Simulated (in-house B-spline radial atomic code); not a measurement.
# Ionising Tb with different functionals

Computed with an all-electron radial atomic-structure program (B-spline basis): four-component Dirac-Coulomb Hamiltonian, Fermi nucleus of rms radius 5.06 fm, spin-restricted, spherical fractional occupations for the functionals, and exact exchange of hybrids averaged over the configuration. The ionisation energy is the difference of two self-consistent energies, [Xe] 4f9 6s2 → [Xe] 4f9 6s1, without Breit or QED terms; ε is the level of the shell that loses the electron (mean over j).

```json
{"method": "B3LYP", "rung": "global hybrid", "ΔSCF (eV)": "6.08", "-ε(6s) (eV)": "4.12"}
{"method": "LC-wPBE", "rung": "range-separated hybrid", "ΔSCF (eV)": "5.70", "-ε(6s) (eV)": "5.80"}
{"method": "wB97X", "rung": "range-separated hybrid", "ΔSCF (eV)": "5.92", "-ε(6s) (eV)": "5.82"}
{"method": "CAM-B3LYP", "rung": "range-separated hybrid", "ΔSCF (eV)": "5.92", "-ε(6s) (eV)": "5.04"}
```

(1) Among the functionals, which spreads more, the ΔSCF values or the orbital energies?

(2) How do they compare with the NIST value?

Results:

(1) The orbital energies: ΔSCF values span about 0.39 eV and the orbital energies 1.70 eV; here energy differences depend much less on the functional than eigenvalues do.

(2) NIST lists 5.864 eV (measured, ground level to ground level). Errors run from -0.17 to +0.22 eV; CAM-B3LYP is closest (+0.05 eV), but part of that can be cancellation, since the calculations leave out Breit-QED terms, spin polarisation, the choice among j levels, multiplet and fine-structure energies.
